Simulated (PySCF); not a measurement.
Ga(NH3)Cl3.
Bonds: Ga1–N2, Ga1–Cl6, Ga1–Cl7, Ga1–Cl8. Hydrogens: H3, H4, H5 on N2.

Level of theory: PBE0-D3(BJ)/def2-SVP geometry optimisation, gas phase in PySCF.

How far are the bound atoms from Ga1?

4 atoms: N2 2.068 Å, Cl7 2.158 Å, Cl8 2.158 Å, Cl6 2.161 Å. The nearest atom not counted as bound is H3, at 2.60 Å (others tie with it).

List the angles at Ga1.

```tsv
angle	degrees	distance of the outer atoms (Å)
Cl6–Ga1–Cl8	117.7	3.70
Cl6–Ga1–Cl7	117.3	3.69
Cl7–Ga1–Cl8	116.1	3.66
N2–Ga1–Cl6	100.5	3.25
N2–Ga1–Cl8	99.8	3.23
N2–Ga1–Cl7	99.8	3.23
```

What is the shape at Ga1?

Distorted tetrahedral: angles from 99.8° to 117.7°; τ4 = (360° − α − β)/141° = 0.89 with α and β the two widest (0 for a square, 1 for a tetrahedron).

What are the other bond lengths?

N2–H3, N2–H4, N2–H5 1.021 Å.

Point group: near C3v, missed by 0.15 Å at most; the miss may be what the optimiser left on a soft mode (C3 holds within 0.08 Å). Charge 0, singlet. No PBE0-D3(BJ)/def2-SVP frequencies stand behind this structure, so it isn't proved a minimum.

The run took 38 s of wall time on one thread of an Arm Neoverse V1, shared host with 64 logical CPUs at a one-minute load of 32, and the process peaked at 0.47 GiB of memory. This is the geometry optimisation.
